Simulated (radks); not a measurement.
Values are calculated unless marked as measured or tabulated.
Ionisation of the tellurium ion Te+, [Kr] 4d10 5s2 5p3, to [Kr] 4d10 5s2 5p2 as the strength of local exchange is varied. Code: a radial shooting solver on a logarithmic mesh with Libxc functionals. Model: Dirac Kohn-Sham, Slater X-alpha exchange (alpha = 2/3 is LDA exchange), no correlation, spin-unpolarised, spherical densities, finite nucleus; open shells fill j = l - 1/2 first; Fermi nuclear charge, rms radius 4.7423 fm.

alpha  E(Te+) (hartree)  exchange (hartree)  IE (eV)  -e of the level emptied (eV)  <r> of it (bohr)
0.619       -6773.89400          -153.02781   15.953                11.794 (5p3/2)             2.574
0.667       -6785.77037          -165.16982   16.457                12.263 (5p3/2)             2.545
0.754       -6807.34682          -187.27800   17.389                13.134 (5p3/2)             2.494
0.794       -6817.28887          -197.48624   17.826                13.543 (5p3/2)             2.471
0.98        -6863.70003          -245.31473   19.926                15.523 (5p3/2)             2.374

NIST Atomic Spectra Database: 18.6 +/- 0.4 eV (measured). The Delta-SCF value meets it near alpha = 0.86. Spin polarisation and multiplet splitting are left out, so open shells lie too high by an amount that depends on their filling.

Beside tabulated values, note that spin-unpolarised runs miss the spin-polarisation part of the exchange energy of open shells.
